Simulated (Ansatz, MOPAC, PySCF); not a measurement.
Dimer: H2O (SMILES O) (first 3 atoms) with CH2O (SMILES C=O); geometry from B3LYP-D3(BJ)/def2-TZVP.
(charge 0, multiplicity 1):
```xyz
7

O     -0.150     0.438    -0.115
H      0.492     0.168    -0.779
H     -0.524    -0.382     0.230
C     -0.002     0.572     2.699
O     -0.406    -0.548     2.859
H      1.077     0.812     2.700
H     -0.684     1.428     2.547
```

Monomers are frozen at their geometry in the pair; levels with a basis set take the counterpoise correction.

The state that AM1 reach isn't checked.

The values were computed with Ansatz (an electronic-structure program); MOPAC for AM1 (differences of heats of formation); PySCF for the dispersion terms. Values without a source in brackets are computed.

### Question
What is the computed interaction energy (PBE-D3(BJ)/def2-TZVPPD)?

### Answer
-3.1 kcal/mol

### Question
Predict the interaction energy from AM1.

### Answer
-2.0 kcal/mol

### Question
Estimate the interaction energy that BLYP-D4/def2-TZVPPD returns for this input.

### Answer
-2.7 kcal/mol
